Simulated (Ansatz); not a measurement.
Cost and result for the atomization energy of C3H5NSi, SMILES `[SiH3]/C=C1C=N\1` (10 atoms, 10 bonds).

Z-matrix (Å, degrees):
```
Si
C 1 1.844
H 1 1.489 2 108.7
H 1 1.489 2 111.8 3 -120.0
H 1 1.489 2 111.8 3 120.0
C 2 1.322 1 121.4 3 -0.2
H 2 1.087 1 121.4 3 179.8
N 6 1.437 2 145.8 1 -180.0
C 6 1.386 2 160.4 1 -0.0
H 9 1.083 6 156.8 2 0.0
```

Charge 0, multiplicity 1. The structure was optimised at the PBE0-D4/def2-TZVP level. Program: Ansatz. All runs use 2 threads of an Arm Neoverse V1 on a shared host. Times are those of one run each, without the atoms' runs, and a repeat can differ threefold. Electronic energies, without spin–orbit coupling; frozen cores. CCSD(T)/CBS adds CCSD(T) − MP2 in def2-TZVPP to the MP2 limit, and its time is that of the two runs behind it. T1 = 0.013. B3LYP takes the VWN-RPA correlation (the form of Gaussian; ORCA's B3LYP/G).

CCSD(T)/CBS is a level of theory with its own doubt, some kJ/mol a heavy atom from the limit and from the frozen cores, so smaller differences don't rank the functionals.

```json
{"level": "LDA (SPW92)/def2-TZVPP", "functions": "236", "wall time": "1.8 s", "atomization (kJ/mol)": "4488.2", "difference from CCSD(T)/CBS": "628.3", "per bond": "62.8"}
{"level": "revPBE-D4/def2-TZVPP", "functions": "236", "wall time": "3 s", "atomization (kJ/mol)": "3907.8", "difference from CCSD(T)/CBS": "47.9", "per bond": "4.8"}
{"level": "BLYP-D4/def2-TZVPP", "functions": "236", "wall time": "3.3 s", "atomization (kJ/mol)": "3901.3", "difference from CCSD(T)/CBS": "41.4", "per bond": "4.1"}
{"level": "PBE-D4/def2-TZVPP (with forces)", "functions": "236", "wall time": "3.7 s", "atomization (kJ/mol)": "4009.6", "difference from CCSD(T)/CBS": "149.7", "per bond": "15.0"}
{"level": "CCSD(T)/def2-SVP", "functions": "99", "wall time": "6.5 s", "atomization (kJ/mol)": "3656.9", "difference from CCSD(T)/CBS": "-203.0", "per bond": "-20.3"}
{"level": "B3LYP-D4/def2-TZVPP (with forces)", "functions": "236", "wall time": "7 s", "atomization (kJ/mol)": "3886.8", "difference from CCSD(T)/CBS": "26.9", "per bond": "2.7"}
{"level": "r2SCANh-D4/def2-TZVPP", "functions": "236", "wall time": "7.5 s", "atomization (kJ/mol)": "3856.1", "difference from CCSD(T)/CBS": "-3.8", "per bond": "-0.4"}
{"level": "PBE-QIDH/def2-TZVPP", "functions": "236", "wall time": "8.5 s", "atomization (kJ/mol)": "3856.3", "difference from CCSD(T)/CBS": "-3.6", "per bond": "-0.4"}
{"level": "ωB97X-V/def2-TZVPP", "functions": "236", "wall time": "12 s", "atomization (kJ/mol)": "3897.9", "difference from CCSD(T)/CBS": "38.0", "per bond": "3.8"}
{"level": "ωB97M-V/def2-TZVPP (with forces)", "functions": "236", "wall time": "17 s", "atomization (kJ/mol)": "3893.1", "difference from CCSD(T)/CBS": "33.2", "per bond": "3.3"}
{"level": "MP2/def2-QZVPP", "functions": "448", "wall time": "32 s", "atomization (kJ/mol)": "3898.0", "difference from CCSD(T)/CBS": "38.1", "per bond": "3.8"}
{"level": "CCSD(T)/def2-TZVPP", "functions": "236", "wall time": "10 min", "atomization (kJ/mol)": "3748.5", "difference from CCSD(T)/CBS": "-111.4", "per bond": "-11.1"}
{"level": "CCSD(T)/CBS(def2)", "functions": "–", "wall time": "11 min", "atomization (kJ/mol)": "3859.9", "difference from CCSD(T)/CBS": "0.0", "per bond": "0.0"}
```

From r2SCAN to r2SCAN0 (25 % exact exchange), in def2-TZVPP and without D4, the atomization energy moves by −77.4 kJ/mol: exact exchange takes away binding that semilocal exchange gives to molecules. Leaving LDA and LC-ωPBE aside and taking each functional with its dispersion term where it has one, the values, not all of them listed here, spread over 267.3 kJ/mol, from BHLYP-D4 to PBE-D4. LDA lies +498.9 kJ/mol from PBE without D4, its usual overbinding. The D4 term adds +32.7 kJ/mol with B3LYP and +17.2 kJ/mol with PBE0; it sums over pairs of atoms, weighted by their polarisabilities, and B3LYP, whose exchange is more repulsive, gets the larger term.
